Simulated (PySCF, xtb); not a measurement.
2-hydroxy-1,3,2-dioxaborolane (C2H5BO3), SMILES OB1OCCO1.

GFN2-xTB (xtb) at its own geometry gives an orbital gap of 7.84 eV and a dipole moment of 2.30 D.

Coordinates come from a PBE0-D3(BJ)/def2-SVP optimisation. A frequency run showed that this geometry is not a minimum. The values are those of a single conformer.

What does r2SCAN/def2-TZVP in PySCF give? (An estimate is asked for; the answer gives what the named calculation found.)

gap 7.16 eV (levels -6.73 and 0.43 eV), dipole 2.28 D.
